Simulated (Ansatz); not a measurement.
A short molecular-dynamics run on `C/C(F)=N/[SiH3]`.

```yaml
crystal:
  periodic: [false, false, false]
  atoms:
    - {symbol: C, position_ang: [-1.416793, -0.103127, 1.448306]}
    - {symbol: C, position_ang: [-0.275188, 0.181196, 0.543197]}
    - {symbol: F, position_ang: [0.454776, 1.223450, 1.032894]}
    - {symbol: N, position_ang: [0.022640, -0.400635, -0.507477]}
    - {symbol: Si, position_ang: [1.323120, -0.147100, -1.626022]}
    - {symbol: H, position_ang: [-2.044211, 0.786463, 1.540579]}
    - {symbol: H, position_ang: [-1.044414, -0.341069, 2.447432]}
    - {symbol: H, position_ang: [-2.000802, -0.933187, 1.060234]}
    - {symbol: H, position_ang: [2.253102, 0.957682, -1.271294]}
    - {symbol: H, position_ang: [0.709237, 0.138218, -2.946311]}
    - {symbol: H, position_ang: [2.083932, -1.418690, -1.700939]}
basis:
  gaussian: {orbitals: "6-31G*"}
hamiltonian: {xc: {name: revPBE}, dispersion: d3bjatm}
md: {timestep: 0.5 fs, n_steps: 50, ensemble: nve, temperature: 1500, initial_velocities: maxwell_boltzmann, seed: 694}
```

```sh
$ ansatz run in.yaml --threads 4 --pin off --events-out ev --progress --plain --max-ram 10444MiB
```

```
step  time (fs)  potential energy (eV)  kinetic (eV)  T (K)  conserved (eV)
   0        0.0            -14252.7010        1.7450   1500     -14250.9560
   1        0.5            -14252.6430        1.6870   1450     -14250.9560
   2        1.0            -14252.5129        1.5580   1339     -14250.9548
   3        1.5            -14252.3300        1.3773   1184     -14250.9527
   4        2.0            -14252.1286        1.1784   1013     -14250.9501
   5        2.5            -14251.9495        1.0015    861     -14250.9479
   6        3.0            -14251.8263        0.8792    756     -14250.9471
   7        3.5            -14251.7728        0.8251    709     -14250.9477
   8        4.0            -14251.7797        0.8303    714     -14250.9494
   9        4.5            -14251.8213        0.8701    748     -14250.9512
  10        5.0            -14251.8683        0.9157    787     -14250.9526
  11        5.5            -14251.8976        0.9443    812     -14250.9532
  12        6.0            -14251.8969        0.9438    811     -14250.9532
  13        6.5            -14251.8647        0.9121    784     -14250.9526
  14        7.0            -14251.8072        0.8554    735     -14250.9518
  15        7.5            -14251.7355        0.7846    674     -14250.9510
  16        8.0            -14251.6625        0.7123    612     -14250.9502
  17        8.5            -14251.5997        0.6501    559     -14250.9497
  18        9.0            -14251.5551        0.6057    521     -14250.9495
  19        9.5            -14251.5314        0.5818    500     -14250.9495
  20       10.0            -14251.5268        0.5771    496     -14250.9497
  21       10.5            -14251.5386        0.5888    506     -14250.9498
  22       11.0            -14251.5647        0.6150    529     -14250.9498
  23       11.5            -14251.6054        0.6558    564     -14250.9497
  24       12.0            -14251.6622        0.7126    613     -14250.9496
  25       12.5            -14251.7364        0.7868    676     -14250.9496
  26       13.0            -14251.8285        0.8787    755     -14250.9498
  27       13.5            -14251.9366        0.9865    848     -14250.9502
  28       14.0            -14252.0556        1.1049    950     -14250.9507
  29       14.5            -14252.1773        1.2258   1054     -14250.9514
  30       15.0            -14252.2902        1.3379   1150     -14250.9523
  31       15.5            -14252.3812        1.4279   1227     -14250.9533
  32       16.0            -14252.4359        1.4817   1274     -14250.9542
  33       16.5            -14252.4422        1.4875   1279     -14250.9547
  34       17.0            -14252.3939        1.4394   1237     -14250.9545
  35       17.5            -14252.2958        1.3424   1154     -14250.9534
  36       18.0            -14252.1669        1.2154   1045     -14250.9514
  37       18.5            -14252.0382        1.0890    936     -14250.9492
  38       19.0            -14251.9445        0.9969    857     -14250.9476
  39       19.5            -14251.9105        0.9632    828     -14250.9473
  40       20.0            -14251.9399        0.9914    852     -14250.9485
  41       20.5            -14252.0141        1.0635    914     -14250.9506
  42       21.0            -14252.1011        1.1485    987     -14250.9526
  43       21.5            -14252.1694        1.2155   1045     -14250.9538
  44       22.0            -14252.1977        1.2435   1069     -14250.9542
  45       22.5            -14252.1783        1.2245   1053     -14250.9538
  46       23.0            -14252.1149        1.1619    999     -14250.9530
  47       23.5            -14252.0177        1.0657    916     -14250.9521
  48       24.0            -14251.8997        0.9484    815     -14250.9512
  49       24.5            -14251.7733        0.8228    707     -14250.9505
  50       25.0            -14251.6503        0.7004    602     -14250.9499
```

Velocities are drawn at the set temperature; a run this short doesn't reach equilibrium.

Frames (Å, forces in eV/Å):

```xyz
11
time=0.0 fs
C    -1.417   -0.103    1.448   -0.175   -0.078    0.095
C    -0.275    0.181    0.543   -0.340    0.333    0.789
F     0.455    1.223    1.033    0.538    0.846    0.458
N     0.023   -0.401   -0.507   -0.115   -1.109   -1.251
Si    1.323   -0.147   -1.626    0.177    0.081   -0.094
H    -2.044    0.786    1.541   -0.246    0.289    0.055
H    -1.044   -0.341    2.447    0.091   -0.092    0.361
H    -2.001   -0.933    1.060   -0.240   -0.298   -0.106
H     2.253    0.958   -1.271    0.235    0.212    0.006
H     0.709    0.138   -2.946   -0.085    0.048   -0.268
H     2.084   -1.419   -1.701    0.161   -0.231   -0.045
11
time=1.5 fs
C    -1.404   -0.101    1.447   -1.514   -1.068    0.501
C    -0.285    0.178    0.556    0.612    0.028   -0.056
F     0.451    1.217    1.026    0.591    1.137    0.734
N     0.028   -0.391   -0.500   -0.233   -1.277   -1.215
Si    1.322   -0.148   -1.626    0.305   -2.064    1.375
H    -2.048    0.786    1.421   -0.195    0.268    0.502
H    -1.054   -0.327    2.482   -0.247    0.289   -0.346
H    -2.032   -0.950    1.064    0.599    0.434    0.249
H     2.203    0.910   -1.371    1.572    1.575    0.699
H     0.777    0.226   -2.837   -1.264    0.413   -2.481
H     2.105   -1.444   -1.752   -0.225    0.265    0.039
11
time=3.0 fs
C    -1.393   -0.100    1.446   -2.842   -1.140    0.840
C    -0.293    0.175    0.569    1.595   -0.236   -0.948
F     0.448    1.211    1.020    0.610    1.358    0.966
N     0.033   -0.384   -0.494   -0.375   -1.350   -1.037
Si    1.320   -0.149   -1.624    0.349   -3.305    1.962
H    -2.056    0.790    1.312    0.098   -0.123    0.924
H    -1.069   -0.307    2.510   -0.428    0.541   -0.787
H    -2.051   -0.959    1.073    1.055    0.707    0.383
H     2.187    0.895   -1.455    2.354    2.240    1.087
H     0.819    0.322   -2.779   -1.893    0.691   -3.507
H     2.122   -1.464   -1.802   -0.523    0.617    0.117
11
time=4.5 fs
C    -1.388   -0.101    1.447   -3.605   -0.592    0.834
C    -0.299    0.172    0.580    2.351   -0.379   -1.602
F     0.446    1.207    1.015    0.603    1.492    1.137
N     0.037   -0.378   -0.489   -0.482   -1.405   -0.849
Si    1.319   -0.154   -1.622    0.525   -1.907    0.529
H    -2.061    0.792    1.223    0.337   -0.462    1.272
H    -1.093   -0.276    2.521   -0.409    0.621   -0.749
H    -2.048   -0.953    1.089    1.012    0.446    0.285
H     2.218    0.925   -1.517    1.773    1.347    1.097
H     0.822    0.432   -2.793   -1.420    0.089   -2.135
H     2.127   -1.471   -1.850   -0.685    0.750    0.180
11
time=6.0 fs
C    -1.389   -0.103    1.449   -3.451    0.323    0.477
C    -0.301    0.168    0.588    2.691   -0.402   -1.825
F     0.445    1.205    1.011    0.581    1.541    1.239
N     0.041   -0.375   -0.486   -0.513   -1.484   -0.745
Si    1.319   -0.160   -1.618    0.856    0.642   -1.304
H    -2.060    0.784    1.162    0.334   -0.522    1.431
H    -1.126   -0.231    2.518   -0.235    0.564   -0.243
H    -2.024   -0.938    1.111    0.481   -0.327   -0.007
H     2.287    0.983   -1.556    0.571   -0.112    0.989
H     0.794    0.542   -2.851   -0.623   -0.868   -0.225
H     2.118   -1.462   -1.894   -0.692    0.645    0.212
11
time=7.5 fs
C    -1.396   -0.105    1.452   -2.509    1.219   -0.030
C    -0.298    0.163    0.593    2.573   -0.340   -1.601
F     0.444    1.205    1.009    0.559    1.526    1.274
N     0.044   -0.374   -0.484   -0.459   -1.586   -0.750
Si    1.319   -0.165   -1.616    1.018    2.593   -2.320
H    -2.052    0.766    1.130    0.050   -0.280    1.321
H    -1.163   -0.174    2.509   -0.003    0.436    0.456
H    -1.989   -0.931    1.134   -0.261   -1.301   -0.339
H     2.369    1.040   -1.573   -0.365   -1.109    0.873
H     0.753    0.635   -2.916   -0.067   -1.466    0.927
H     2.095   -1.440   -1.934   -0.536    0.307    0.188
11
time=9.0 fs
C    -1.408   -0.105    1.455   -1.441    1.175   -0.346
C    -0.290    0.158    0.595    2.079   -0.210   -1.060
F     0.444    1.206    1.008    0.554    1.468    1.249
N     0.046   -0.375   -0.483   -0.341   -1.684   -0.823
Si    1.320   -0.168   -1.616    0.897    3.732   -2.580
H    -2.044    0.742    1.127   -0.481    0.217    0.923
H    -1.201   -0.108    2.510    0.154    0.270    0.766
H    -1.960   -0.950    1.149   -0.537   -1.565   -0.356
H     2.444    1.074   -1.572   -0.864   -1.528    0.759
H     0.710    0.697   -2.962    0.230   -1.655    1.379
H     2.060   -1.412   -1.969   -0.250   -0.219    0.089
11
time=10.5 fs
C    -1.423   -0.102    1.457   -0.703   -0.016   -0.243
C    -0.278    0.152    0.596    1.341   -0.026   -0.418
F     0.444    1.209    1.009    0.568    1.373    1.174
N     0.048   -0.379   -0.484   -0.193   -1.741   -0.885
Si    1.321   -0.169   -1.617    0.634    4.336   -2.484
H    -2.046    0.723    1.143   -1.043    0.723    0.359
H    -1.235   -0.037    2.525    0.191    0.011    0.356
H    -1.941   -1.002    1.157   -0.153   -0.644    0.038
H     2.500    1.076   -1.554   -1.093   -1.622    0.647
H     0.672    0.724   -2.979    0.398   -1.640    1.507
H     2.020   -1.388   -2.003    0.052   -0.755   -0.051
11
time=12.0 fs
C    -1.438   -0.100    1.459   -0.288   -0.965    0.048
C    -0.264    0.147    0.595    0.487    0.174    0.125
F     0.445    1.214    1.010    0.587    1.232    1.061
N     0.049   -0.386   -0.486   -0.059   -1.712   -0.834
Si    1.323   -0.166   -1.621    0.450    4.443   -2.328
H    -2.069    0.718    1.167   -1.176    0.714   -0.079
H    -1.266    0.035    2.548    0.190   -0.351   -0.372
H    -1.926   -1.066    1.167    0.277    0.610    0.465
H     2.533    1.043   -1.522   -1.200   -1.579    0.535
H     0.642    0.716   -2.964    0.522   -1.541    1.518
H     1.980   -1.380   -2.038    0.211   -1.024   -0.138
11
time=13.5 fs
C    -1.455   -0.099    1.461   -0.179   -0.779    0.146
C    -0.249    0.141    0.595   -0.340    0.326    0.420
F     0.447    1.220    1.014    0.594    1.047    0.922
N     0.050   -0.396   -0.489    0.021   -1.562   -0.589
Si    1.325   -0.160   -1.626    0.419    3.838   -2.172
H    -2.117    0.728    1.190   -0.685    0.027   -0.256
H    -1.292    0.099    2.564    0.217   -0.697   -0.857
H    -1.905   -1.118    1.185    0.387    1.370    0.661
H     2.540    0.975   -1.479   -1.174   -1.397    0.425
H     0.623    0.674   -2.916    0.588   -1.333    1.383
H     1.945   -1.393   -2.075    0.151   -0.839   -0.083
11
time=15.0 fs
C    -1.471   -0.100    1.464   -0.091    0.105    0.015
C    -0.235    0.137    0.595   -1.033    0.385    0.421
F     0.450    1.227    1.018    0.576    0.826    0.768
N     0.051   -0.408   -0.493    0.037   -1.282   -0.129
Si    1.328   -0.150   -1.633    0.398    2.254   -1.728
H    -2.179    0.738    1.207    0.031   -0.781   -0.320
H    -1.313    0.148    2.561    0.282   -0.895   -0.874
H    -1.876   -1.142    1.218    0.198    1.407    0.612
H     2.523    0.879   -1.426   -0.790   -0.890    0.353
H     0.617    0.604   -2.839    0.416   -0.810    0.790
H     1.913   -1.424   -2.114   -0.025   -0.320    0.092
11
time=16.5 fs
C    -1.488   -0.100    1.466    0.262    1.161   -0.280
C    -0.223    0.132    0.596   -1.545    0.345    0.179
F     0.453    1.235    1.023    0.528    0.579    0.604
N     0.053   -0.421   -0.497    0.008   -0.904    0.475
Si    1.331   -0.140   -1.641    0.282   -0.257   -0.652
H    -2.241    0.732    1.218    0.544   -1.214   -0.391
H    -1.329    0.179    2.541    0.375   -0.864   -0.421
H    -1.843   -1.137    1.264   -0.190    0.697    0.375
H     2.489    0.764   -1.366    0.139    0.025    0.401
H     0.619    0.518   -2.746   -0.237    0.192   -0.570
H     1.880   -1.462   -2.151   -0.164    0.240    0.280
11
time=18.0 fs
C    -1.504   -0.098    1.468    0.866    2.032   -0.709
C    -0.213    0.129    0.598   -1.875    0.251   -0.192
F     0.456    1.244    1.029    0.443    0.306    0.432
N     0.054   -0.437   -0.501   -0.033   -0.485    1.090
Si    1.334   -0.129   -1.650    0.160   -3.005    0.880
H    -2.292    0.700    1.220    0.696   -1.160   -0.480
H    -1.336    0.191    2.512    0.478   -0.595    0.348
H    -1.815   -1.118    1.317   -0.607   -0.515    0.068
H     2.459    0.649   -1.296    1.419    1.075    0.620
H     0.615    0.436   -2.667   -1.348    1.453   -2.453
H     1.844   -1.494   -2.183   -0.198    0.644    0.397
11
time=19.5 fs
C    -1.519   -0.093    1.468    1.527    1.905   -1.035
C    -0.207    0.126    0.599   -2.047    0.167   -0.548
F     0.461    1.253    1.035    0.316    0.006    0.251
N     0.055   -0.452   -0.503   -0.057   -0.074    1.569
Si    1.338   -0.121   -1.658   -0.045   -4.246    1.541
H    -2.328    0.645    1.212    0.449   -0.651   -0.583
H    -1.333    0.191    2.490    0.519   -0.215    0.979
H    -1.799   -1.109    1.372   -0.734   -1.259   -0.123
H     2.459    0.557   -1.214    2.032    1.520    0.732
H     0.583    0.384   -2.638   -1.819    2.012   -3.204
H     1.804   -1.514   -2.205   -0.141    0.836    0.422
11
time=21.0 fs
C    -1.531   -0.084    1.467    2.163    0.355   -0.727
C    -0.204    0.123    0.599   -2.086    0.149   -0.781
F     0.465    1.262    1.041    0.151   -0.316    0.065
N     0.057   -0.469   -0.502   -0.042    0.297    1.808
Si    1.341   -0.115   -1.665   -0.482   -3.361    0.846
H    -2.356    0.575    1.191   -0.111    0.122   -0.685
H    -1.320    0.186    2.488    0.362    0.066    0.893
H    -1.798   -1.125    1.425   -0.430   -0.720   -0.195
H     2.500    0.496   -1.116    1.256    1.106    0.298
H     0.514    0.374   -2.675   -0.761    1.481   -1.882
H     1.761   -1.515   -2.219   -0.020    0.822    0.360
11
time=22.5 fs
C    -1.539   -0.075    1.465    2.572   -1.362    0.162
C    -0.205    0.121    0.598   -2.014    0.212   -0.833
F     0.470    1.271    1.048   -0.043   -0.642   -0.122
N     0.058   -0.484   -0.499    0.014    0.604    1.786
Si    1.344   -0.113   -1.671   -0.814   -1.874    0.223
H    -2.385    0.508    1.155   -0.479    0.660   -0.661
H    -1.298    0.182    2.505   -0.007    0.201    0.140
H    -1.806   -1.156    1.474    0.027    0.384   -0.297
H     2.567    0.459   -1.013   -0.043    0.492   -0.467
H     0.429    0.395   -2.752    0.641    0.731   -0.141
H     1.718   -1.500   -2.226    0.145    0.594    0.210
11
time=24.0 fs
C    -1.542   -0.068    1.462    2.263   -2.046    0.775
C    -0.210    0.118    0.595   -1.842    0.330   -0.704
F     0.475    1.279    1.054   -0.248   -0.940   -0.300
N     0.059   -0.499   -0.493    0.098    0.828    1.556
Si    1.346   -0.112   -1.677   -0.993   -0.682    0.246
H    -2.423    0.454    1.106   -0.077    0.617   -0.322
H    -1.277    0.182    2.524   -0.400    0.298   -0.626
H    -1.813   -1.179    1.516    0.362    1.084   -0.434
H     2.634    0.433   -0.920   -0.957    0.114   -1.088
H     0.358    0.433   -2.833    1.460    0.248    0.921
H     1.677   -1.471   -2.227    0.334    0.148   -0.025
11
time=25.0 fs
C    -1.542   -0.066    1.462    1.734   -1.975    0.787
C    -0.215    0.117    0.592   -1.681    0.421   -0.540
F     0.478    1.284    1.058   -0.380   -1.105   -0.407
N     0.060   -0.508   -0.487    0.160    0.926    1.325
Si    1.347   -0.111   -1.681   -1.090   -0.079    0.480
H    -2.450    0.426    1.069    0.488    0.417    0.040
H    -1.268    0.186    2.531   -0.583    0.377   -0.902
H    -1.815   -1.182    1.539    0.477    1.183   -0.507
H     2.669    0.417   -0.870   -1.276   -0.002   -1.340
H     0.326    0.461   -2.877    1.696    0.065    1.274
H     1.654   -1.450   -2.229    0.455   -0.229   -0.211
```

It took 27 s on 4 threads of an Intel Xeon 6975P-C on a shared host, with 0.15 GiB of host memory at the peak.
